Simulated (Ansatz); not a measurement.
Abridged output of a molecular run in Ansatz:

```
Functional definition: HF
1350 factors; integrals over basis functions are off by at most 9.2e-4 eV
mean field evaluation 1: about -124905.5623 eV, gradient 3.6e1 eV
mean field evaluation 2: about -124905.7716 eV, gradient 3.6e1 eV
mean field evaluation 4: about -124908.8256 eV, gradient 3.6e0 eV
mean field evaluation 8: about -124908.9035 eV, gradient 4.5e-1 eV
mean field evaluation 16: about -124908.9052 eV, gradient 1.9e-6 eV
mean field -124908.90521469 eV, -4590.3176003430 hartree, gradient 1.9e-6 eV, S^2 0.000000; 0 other end points of the search recorded, 0 dependent functions left out
20 core orbitals not correlated: weight in the atoms' cores, before any rotation towards them, 1.000 or more for the frozen orbitals, at most 0.000 for the correlated occupied ones
reference -124908.90521469 eV, -4590.3176003430 hartree; 22, 22 occupied and 172, 172 virtual orbitals, 1350 factors
second order -24.91222120 eV of doubles, -0.00000000 eV of singles
cycle   1  -24.57734125 eV  change    3.3e-1 eV  update   1.2e-1
cycle   2  -25.33208848 eV  change   -7.5e-1 eV  update   3.9e-2
cycle   3  -25.48304807 eV  change   -1.5e-1 eV  update   2.1e-2
cycle   4  -25.46269352 eV  change    2.0e-2 eV  update   5.5e-3
cycle   5  -25.46113762 eV  change    1.6e-3 eV  update   2.7e-3
cycle   6  -25.46275898 eV  change   -1.6e-3 eV  update   8.4e-4
cycle   7  -25.46247416 eV  change    2.8e-4 eV  update   3.6e-4
cycle   8  -25.46235937 eV  change    1.1e-4 eV  update   1.2e-4
cycle   9  -25.46240347 eV  change   -4.4e-5 eV  update   5.3e-5
perturbative correction -1.03784604 eV, -0.0381401385 hartree
Total energy: -124935.40546420 eV, -4591.2914665501 hartree
```

Its atoms:

Z-matrix (Å, degrees):
```
Ge
C 1 2.008
Se 1 2.356 2 107.5
H 1 1.534 2 109.5 3 122.3
H 1 1.537 2 110.5 3 -113.5
O 2 1.198 1 122.5 3 -125.9
H 2 1.115 1 116.6 3 51.9
H 3 1.469 1 92.7 2 66.0
```

(1) Which basis set was used?
A. def2-SVPD
B. def2-TZVPP
C. cc-pV(Q+d)Z
D. cc-pV(D+d)Z

(2) Write the keys of the input that set method, charge and spin (a neutral closed shell needs none for the last two).

## Answers

(1) B. It gives 214 functions.

(2) 
```yaml
correlation: {method: ccsd_t}
```
